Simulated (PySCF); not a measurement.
B3LYP has the VWN-RPA correlation part, as in Gaussian. 

**[Zn(SH)2] (charge 0, multiplicity 1)**

These are B3LYP-D3(BJ)/def2-TZVP // TPSS-D3(BJ)/def2-SVP in PySCF values and carry that method's errors.

| Quantity | Value |
|---|---|
| HOMO | -7.24 eV |
| dipole moment | 0.93 D |
| HOMO–LUMO gap | 5.88 eV |
| LUMO | -1.36 eV |
| charge on the central atom (Mulliken) | 0.37 e |
| charge on the central atom (meta-Löwdin) | 1.08 e |
| total energy | -2577.1741 Ha |
| cost | roughly 40 core-seconds |

```xyz
5

Zn    -0.0471     0.0348    -0.0671
S     -1.5170     0.6059     1.4400
H     -1.5126     1.9047     1.0403
S      1.4347    -0.5464    -1.5585
H      0.4800    -0.9075    -2.4555
```
